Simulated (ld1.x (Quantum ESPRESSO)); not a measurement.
**Reading a pseudo-wave (antimony)**

Columns: radius, all-electron u(r) and pseudo u(r) of the 5s shell (level -29.82 eV) of antimony in the configuration [Kr] 4d10 5s2 5p1; LDA (PZ), scalar-relativistic, RRKJ scheme, ld1.x (Quantum ESPRESSO) 7.5.

```json
{"r (bohr)": "0.108", "all-electron": "-0.1322", "pseudo": "0.0085"}
{"r (bohr)": "0.215", "all-electron": "0.2447", "pseudo": "0.0169"}
{"r (bohr)": "0.322", "all-electron": "0.1585", "pseudo": "0.0262"}
{"r (bohr)": "0.430", "all-electron": "-0.1463", "pseudo": "0.0395"}
{"r (bohr)": "0.538", "all-electron": "-0.3606", "pseudo": "0.0610"}
{"r (bohr)": "0.645", "all-electron": "-0.4056", "pseudo": "0.0955"}
{"r (bohr)": "0.752", "all-electron": "-0.3176", "pseudo": "0.1468"}
{"r (bohr)": "0.860", "all-electron": "-0.1523", "pseudo": "0.2171"}
{"r (bohr)": "0.968", "all-electron": "0.0408", "pseudo": "0.3039"}
{"r (bohr)": "1.075", "all-electron": "0.2282", "pseudo": "0.4006"}
{"r (bohr)": "1.182", "all-electron": "0.3946", "pseudo": "0.5000"}
{"r (bohr)": "1.290", "all-electron": "0.5334", "pseudo": "0.5943"}
{"r (bohr)": "1.398", "all-electron": "0.6409", "pseudo": "0.6749"}
{"r (bohr)": "1.505", "all-electron": "0.7182", "pseudo": "0.7364"}
{"r (bohr)": "1.612", "all-electron": "0.7692", "pseudo": "0.7780"}
{"r (bohr)": "1.720", "all-electron": "0.7980", "pseudo": "0.8013"}
{"r (bohr)": "1.828", "all-electron": "0.8077", "pseudo": "0.8083"}
{"r (bohr)": "1.935", "all-electron": "0.8022", "pseudo": "0.8022"}
{"r (bohr)": "2.042", "all-electron": "0.7848", "pseudo": "0.7848"}
{"r (bohr)": "2.150", "all-electron": "0.7582", "pseudo": "0.7582"}
{"r (bohr)": "2.258", "all-electron": "0.7247", "pseudo": "0.7247"}
{"r (bohr)": "2.365", "all-electron": "0.6870", "pseudo": "0.6870"}
{"r (bohr)": "2.472", "all-electron": "0.6464", "pseudo": "0.6464"}
{"r (bohr)": "2.580", "all-electron": "0.6039", "pseudo": "0.6039"}
{"r (bohr)": "2.688", "all-electron": "0.5608", "pseudo": "0.5608"}
{"r (bohr)": "2.795", "all-electron": "0.5185", "pseudo": "0.5185"}
```

Q: How many radial nodes do the two functions have?

A: The all-electron 5s function has n − l − 1 = 4 (the table is too coarse to show those close to the nucleus); the pseudo-wave has 0, since the states of the same l below it are removed with the core.

Q: At about which radius was the pseudo-wave matched?

A: 1.95 bohr, where the columns begin to agree (steps of 0.11 bohr).

Q: Where does each function peak?

A: Outermost all-electron maximum near 1.83 bohr, pseudo maximum near 1.83 bohr (to the table’s step).

Q: Is the pseudo-wave norm-conserving?

A: Yes: the RRKJ scheme keeps the norm inside the radius equal to the all-electron one, which fixes the energy derivative of the logarithmic derivative at the level.
